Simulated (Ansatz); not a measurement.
Basis-set extrapolation for CH₉B₂NSi (PBE0-D4/def2-TZVP geometry, frozen core, Ansatz 0.2.0). Multiplicity 1, RHF reference.

```
                      def2-TZVPP   def2-QZVPP
                 HF  -435.845769  -435.861707
    MP2 correlation    -0.762018    -0.810124
CCSD(T) correlation    -0.851424      not run
```

Energies in hartree. Use E(X) = E(∞) + A·exp(−7.88·√X) for Hartree–Fock and E(X) = E(∞) + B·X^(−2.97) for correlation, with X = 3 and 4, and add CCSD(T) minus MP2 of the smaller set to the MP2 limit.

What is the CCSD(T) energy at the basis-set limit?

HF limit: -435.861707 + (-0.015938) × 0.13774 = -435.86390. MP2 limit: -0.810124 + (-0.048106) × 0.74074 = -0.84576. Higher-order term: -0.851424 − (-0.762018) = -0.08941. Total: -436.79907 hartree, 267.5 kJ/mol below CCSD(T)/def2-TZVPP.
